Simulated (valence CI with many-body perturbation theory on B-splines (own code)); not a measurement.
# Nd XXXIX: calculated level list

Method: configuration interaction combined with many-body perturbation theory (CI+MBPT): four valence electrons over a frozen Dirac-Fock core [Ar], a basis of 7 s, 7 p, 8 d, 6 f, 4 g, 1 h functions for each j, with the one-electron correlation potential Σ1 (screened to all orders), the two-electron term Σ2, the three-electron term Σ3, Breit, model QED; selected single and double excitations, second order for the rest, scaled by the run's own slope (own B-spline code, finite nucleus).

No measured spectrum was set against this ion. As an estimate, large intervals hold to a few tenths of a per cent, small ones and those within an open d or f shell to about a per cent. Only levels of the ground parity were solved; by the run's estimate the other parity begins above the list, which can be wrong where configurations are misplaced.

Levels 1 to 31 of 31, with energies above the lowest level, (3d3/2^4) J=0. "Leading %" is the weight of the configuration and term that name the level; weights of strongly mixed levels are sums over their largest components and can fall short, so below about 35 % the name and the second component can differ from the true leading terms, or belong to a minority configuration. In the jj column 3d3/2^4 stands for four electrons in 3d with j = 3/2.

| No. | Configuration | Term | J | E (eV) | Leading % | g | Leading jj | Second component |
| --- | --- | --- | --- | --- | --- | --- | --- | --- |
| 1 | 3d⁴ | ³P | 0 | 0.00 | 56 |  | 3d3/2^4 (96 %) | 33 % 3d⁴ ⁵D |
| 2 | 3d⁴ | ⁵D | 1 | 19.74 | 66 | 1.494 | 3d3/2^3 3d5/2 (97 %) | 34 % 3d⁴ ³P |
| 3 | 3d⁴ | ⁵D | 2 | 28.69 | 59 | 1.313 | 3d3/2^3 3d5/2 (76 %) | 12 % 3d⁴ ³F |
| 4 | 3d⁴ | ³F | 4 | 29.23 | 31 | 1.106 | 3d3/2^3 3d5/2 (95 %) | 21 % 3d⁴ ³H |
| 5 | 3d⁴ | ⁵D | 3 | 31.97 | 37 | 1.217 | 3d3/2^3 3d5/2 (80 %) | 26 % 3d⁴ ³F |
| 6 | 3d⁴ | ⁵D | 0 | 46.57 | 62 |  | 3d3/2^2 3d5/2^2 (95 %) | 20 % 3d⁴ ¹S |
| 7 | 3d⁴ | ⁵D | 4 | 48.60 | 42 | 1.153 | 3d3/2^2 3d5/2^2 (92 %) | 40 % 3d⁴ ³H |
| 8 | 3d⁴ | ⁵D | 2 | 49.28 | 31 | 1.104 | 3d3/2^2 3d5/2^2 (81 %) | 31 % 3d⁴ ³F |
| 9 | 3d⁴ | ³G | 3 | 50.50 | 44 | 1.093 | 3d3/2^2 3d5/2^2 (80 %) | 41 % 3d⁴ ⁵D |
| 10 | 3d⁴ | ³H | 5 | 53.73 | 69 | 1.078 | 3d3/2^2 3d5/2^2 (100 %) | 31 % 3d⁴ ³G |
| 11 | 3d⁴ | ³P | 1 | 55.93 | 50 | 1.178 | 3d3/2^2 3d5/2^2 (89 %) | 31 % 3d⁴ ³D |
| 12 | 3d⁴ | ³H | 6 | 56.03 | 54 | 1.083 | 3d3/2^2 3d5/2^2 (98 %) | 46 % 3d⁴ ¹I |
| 13 | 3d⁴ | ³G | 4 | 59.57 | 60 | 1.028 | 3d3/2^2 3d5/2^2 (96 %) | 35 % 3d⁴ ¹G |
| 14 | 3d⁴ | ³F | 3 | 60.24 | 43 | 1.119 | 3d3/2^2 3d5/2^2 (91 %) | 32 % 3d⁴ ³D |
| 15 | 3d⁴ | ³D | 2 | 60.71 | 38 | 1.117 | 3d3/2^2 3d5/2^2 (93 %) | 30 % 3d⁴ ³P |
| 16 | 3d⁴ | ³F | 2 | 69.67 | 42 | 1.012 | 3d3/2^2 3d5/2^2 (86 %) | 30 % 3d⁴ ³P |
| 17 | 3d⁴ | ³F | 4 | 71.42 | 50 | 1.221 | 3d3/2^2 3d5/2^2 (54 %) | 26 % 3d⁴ ⁵D |
| 18 | 3d⁴ | ³F | 3 | 77.42 | 47 | 1.134 | 3d3/2 3d5/2^3 (92 %) | 20 % 3d⁴ ⁵D |
| 19 | 3d⁴ | ³F | 4 | 78.91 | 36 | 1.106 | 3d3/2 3d5/2^3 (53 %) | 34 % 3d⁴ ¹G |
| 20 | 3d⁴ | ³G | 5 | 81.26 | 69 | 1.142 | 3d3/2 3d5/2^3 (100 %) | 31 % 3d⁴ ³H |
| 21 | 3d⁴ | ³D | 1 | 81.26 | 63 | 0.864 | 3d3/2 3d5/2^3 (92 %) | 23 % 3d⁴ ³P |
| 22 | 3d⁴ | ³P | 2 | 81.35 | 52 | 1.263 | 3d3/2^2 3d5/2^2 (80 %) | 24 % 3d⁴ ¹D |
| 23 | 3d⁴ | ¹I | 6 | 82.23 | 54 | 1.070 | 3d3/2 3d5/2^3 (98 %) | 46 % 3d⁴ ³H |
| 24 | 3d⁴ | ³P | 0 | 85.73 | 53 |  | 3d3/2 3d5/2^3 (70 %) | 46 % 3d⁴ ¹S |
| 25 | 3d⁴ | ³F | 2 | 88.25 | 55 | 1.023 | 3d3/2 3d5/2^3 (79 %) | 37 % 3d⁴ ³P |
| 26 | 3d⁴ | ¹F | 3 | 89.54 | 39 | 1.088 | 3d3/2 3d5/2^3 (95 %) | 35 % 3d⁴ ³D |
| 27 | 3d⁴ | ³F | 3 | 100.16 | 68 | 1.059 | 3d3/2 3d5/2^3 (99 %) | 29 % 3d⁴ ¹F |
| 28 | 3d⁴ | ¹S | 0 | 100.30 | 60 |  | 3d3/2^2 3d5/2^2 (59 %) | 36 % 3d⁴ ³P |
| 29 | 3d⁴ | ³P | 1 | 100.69 | 93 | 1.438 | 3d3/2 3d5/2^3 (97 %) | 6 % 3d⁴ ³D |
| 30 | 3d⁴ | ¹G | 4 | 101.32 | 75 | 1.034 | 3d3/2 3d5/2^3 (87 %) | 18 % 3d⁴ ³F |
| 31 | 3d⁴ | ¹D | 2 | 103.99 | 63 | 1.090 | 3d3/2 3d5/2^3 (62 %) | 24 % 3d⁴ ³P |

The ionisation energy to 3d³ ⁴F3/2 of the next ion comes out as 2758.8 eV (NIST: 2758 ± 4 eV (theoretical)). All 31 levels together are meant to be complete up to 108.18 eV.
